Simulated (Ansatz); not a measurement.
Relaxation of BrClH2OZn (6 atoms, charge 0, multiplicity 1), to a largest force component of 0.03 eV/Å in at most 50 steps.

Theory: RKS PBE0-D4/def2-SVP (Ansatz).

```xyz
6
Properties=species:S:1:pos:R:3
Zn -0.938 -0.253 -0.553
Cl 0.225 -0.018 2.670
O 0.475 -0.043 -1.602
H 0.568 -0.757 -2.244
Br -2.956 -0.406 0.698
H -1.100 -0.162 2.711
```

Where does it end, and by what steps?

The run converged. The force dipped under the threshold on the way, but the program's further checks kept it going. After 10 steps the energy has fallen by 0.253 eV; Cl2 moved furthest, 0.46 Å. Joined: Zn1–Cl2 (3.43 → 2.67 Å).

```tsv
step	energy less start (eV)	largest force component (eV/Å)	accepted
0	0.0000	1.159	yes
1	-0.1496	0.496	yes
2	-0.1860	0.462	yes
3	-0.2111	0.778	yes
4	-0.1727	2.175	no
5	-0.2415	0.194	yes
6	-0.2508	0.086	yes
7	-0.2533	0.025	yes
8	-0.2504	0.514	no
9	-0.2532	0.036	no
10	-0.2534	0.004	yes
```

```xyz
6
Properties=species:S:1:pos:R:3
Zn -0.853 -0.341 -0.223
Cl 0.185 -0.006 2.210
O 0.587 -0.319 -1.269
H 0.387 -0.448 -2.202
Br -2.960 -0.442 0.636
H -1.072 -0.083 2.529
```

Whether the end is a true minimum wasn't checked by a vibrational analysis.

The run took 34 s on 2 threads of Arm Neoverse V2 (shared host), peak memory 0.26 GiB.
